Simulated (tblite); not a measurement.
Parent: `[F:1][C:2]([F:3])([F:4])[CH:5]([SiH3:6])[SiH3:7]`, C2H7F3Si2.

Computed geometry: GFN2-xTB, gas phase. One conformer each, not checked by frequencies here.

```csv
coordinate of the parent,value
F1–C2,1.348 Å
C2–F3,1.351 Å
C2–F4,1.351 Å
C2–C5,1.486 Å
C5–Si6,1.914 Å
C5–Si7,1.914 Å
F1–C2–F3,105.4°
F1–C2–F4,105.4°
F1–C2–C5,113.0°
F3–C2–F4,105.0°
F3–C2–C5,113.6°
F4–C2–C5,113.7°
C2–C5–Si6,108.7°
C2–C5–Si7,108.7°
Si6–C5–Si7,115.4°
```

Q: How does the shared frame change in `[CH3:1][CH2:2][CH2:3][C:4]([SiH3:5])([SiH3:6])[C:7]([F:8])([F:9])[F:10]` with C1–C2–C3–C4 175°, C2–C3–C4–Si5 -51°, C5H13F3Si2? Atoms pair as F1 = F8, C2 = C7, F3 = F9, F4 = F10, C5 = C4, Si6 = Si5, Si7 = Si6 (parent first).

A: 
```tsv
parent	relative	value in the relative	change
F1–C2	F8–C7	1.352 Å	+0.004
C2–F3	C7–F9	1.351 Å	0.000
C2–F4	C7–F10	1.351 Å	0.000
C2–C5	C7–C4	1.493 Å	+0.007
C5–Si6	C4–Si5	1.919 Å	+0.005
C5–Si7	C4–Si6	1.925 Å	+0.011
F1–C2–F3	F8–C7–F9	104.5°	-0.9
F1–C2–F4	F8–C7–F10	105.3°	-0.1
F1–C2–C5	F8–C7–C4	112.1°	-0.9
F3–C2–F4	F9–C7–F10	104.9°	-0.1
F3–C2–C5	F9–C7–C4	115.2°	+1.6
F4–C2–C5	F10–C7–C4	113.9°	+0.2
C2–C5–Si6	C7–C4–Si5	107.1°	-1.6
C2–C5–Si7	C7–C4–Si6	106.1°	-2.6
Si6–C5–Si7	Si5–C4–Si6	111.4°	-4.0
```

Of the parent's bonds, C5–Si7 changes most (+0.011 Å). Bonds of the relative outside the shared frame: C1–C2 1.525, C2–C3 1.529, C3–C4 1.537 Å. Point group Cs → C1.
